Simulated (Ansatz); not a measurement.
Ansatz results at the PBE0-D4/def2-TZVP geometry: HOMO energy (ωB97M-V/def2-TZVPP) -11.75 eV; HOMO energy (PBE/def2-TZVPP) -7.55 eV; HOMO–LUMO gap (B3LYP/def2-TZVPP) 6.14 eV.

Each molecule was computed in one conformer, which needn't be the lowest.

Which molecule gave them?
A. `[CH3][SnH2][Cl]`
B. `O[Si](O)(O)[O][Sn]([Cl])([Cl])[O][Si](O)(O)O`
C. `[F][SnH]([Cl])[Cl]`
D. `[F][Sn]([F])([F])[I]`

B. The others give `[F][SnH]([Cl])[Cl]`: -11.88, -8.17, 6.81; `[F][Sn]([F])([F])[I]`: -11.25, -7.86, 5.04; `[CH3][SnH2][Cl]`: -10.50, -7.00, 7.31.

B3LYP here is the variant with VWN-RPA as its local correlation; programs differ in this.
